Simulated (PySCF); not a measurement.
Compound: 4-chlorobenzaldehyde, C7H5ClO.
Bonds: O1–C2 (double), C2–C3, C3–C4 (aromatic), C4–C5 (aromatic), C5–C6 (aromatic), C6–Cl7, C6–C8 (aromatic), C8–C9 (aromatic), C3–C9 (aromatic). Hydrogens: H10 on C2; H11 on C4; H12 on C5; H13 on C8; H14 on C9.

A GFN2-xTB structure was refined with PySCF 2.14.0, PBE0-D3(BJ)/def2-SVP geometry optimisation, gas phase. Its GFN2-xTB values:

```
coordinate  GFN2-xTB
     O1=C2   1.204 Å
     C2–C3   1.468 Å
    C2–H10   1.108 Å
     C3–C4   1.396 Å
     C4–C5   1.379 Å
    C4–H11   1.080 Å
     C5–C6   1.389 Å
    C5–H12   1.079 Å
    C6–Cl7   1.723 Å
    C9–H14   1.080 Å
  O1–C2–C3    125.2°
  C2–C3–C4    119.8°
  C3–C4–C5    120.6°
  C4–C3–C9    119.4°
  C4–C5–C6    119.2°
 C5–C6–Cl7    119.6°
  C5–C6–C8    121.0°
```

Q: How do these coordinates change at the PBE0-D3(BJ)/def2-SVP level?

A: 
| coordinate | PBE0-D3(BJ)/def2-SVP (Å or °) | change |
| --- | --- | --- |
| C9–H14 | 1.094 | +0.014 |
| C2–H10 | 1.121 | +0.013 |
| C4–H11 | 1.092 | +0.012 |
| C5–H12 | 1.091 | +0.012 |
| C2–C3 | 1.478 | +0.010 |
| C5–C6 | 1.399 | +0.010 |
| C4–C5 | 1.387 | +0.008 |
| C3–C4 | 1.401 | +0.005 |
| C6–Cl7 | 1.727 | +0.004 |
| O1=C2 | 1.205 | +0.001 |
| O1–C2–C3 | 124.4 | -0.8 |
| C4–C3–C9 | 119.7 | +0.3 |
| C5–C6–C8 | 121.3 | +0.3 |
| C5–C6–Cl7 | 119.3 | -0.3 |
| C3–C4–C5 | 120.4 | -0.2 |
| C4–C5–C6 | 119.1 | -0.1 |
| C2–C3–C4 | 119.9 | +0.1 |

The energy falls by 2.6 kJ/mol over 6 energy and gradient evaluations, the largest force component goes from 0.0092 to 3.4e-04 Eh/bohr, and the atoms move by 0.018 Å rms after alignment. Among the bonds, C2–H10 and C9–H14 change most and about equally (+0.013 to +0.014 Å). Bonds longer at the end by more than 0.005 Å: 10 of 14; shorter: 0. Rotational constants go from 5115, 697.4, 613.8 to 5054, 693.3, 609.7 MHz.

The run used 155 basis functions and 42 SCF cycles in all.

Not checked by PBE0-D3(BJ)/def2-SVP frequencies. The numbers are those of one conformer.

Conformer computed: `[O:1]=[CH:2][c:3]1[cH:4][cH:5][c:6]([Cl:7])[cH:8][cH:9]1`: O1–C2–C3–C4 -1°.
